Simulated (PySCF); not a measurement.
Positional isomers: benzothiophene cyano+boryl. Isolated molecules, 0 K electronic values unless said otherwise. One relaxed conformer stands for each flexible species; it need not be the lowest. Strings in code marks are SMILES.

Level of theory: PBE-D3(BJ)/def2-TZVP // r2SCAN-D4/def2-SVP (PySCF). All candidates: neutral, multiplicity 1. Delta-SCF ions had no search for a lower state. Excitations are Tamm–Dancoff values on a coarser integration grid. The basis has no diffuse functions, so Rydberg states are missing or too high.

```json
{
 "LUMO": "-3.60 eV",
 "vertical ionisation energy (Delta-SCF)": "8.51 eV",
 "T1 excitation (TDA)": "2.34 eV"
}
```

Q: Which member has these values?
(A) `Bc1cc2cccc(C#N)c2s1`
(B) `Bc1cc(C#N)c2sccc2c1`
(C) `Bc1cc(C#N)c2ccsc2c1`
(D) `Bc1cc2sccc2cc1C#N`

A: A, `Bc1cc2cccc(C#N)c2s1`. The others give `Bc1cc(C#N)c2ccsc2c1`: -3.45 eV, 8.52 eV, 2.57 eV; `Bc1cc(C#N)c2sccc2c1`: -3.32 eV, 8.52 eV, 2.71 eV; `Bc1cc2sccc2cc1C#N`: -3.44 eV, 8.54 eV, 2.64 eV
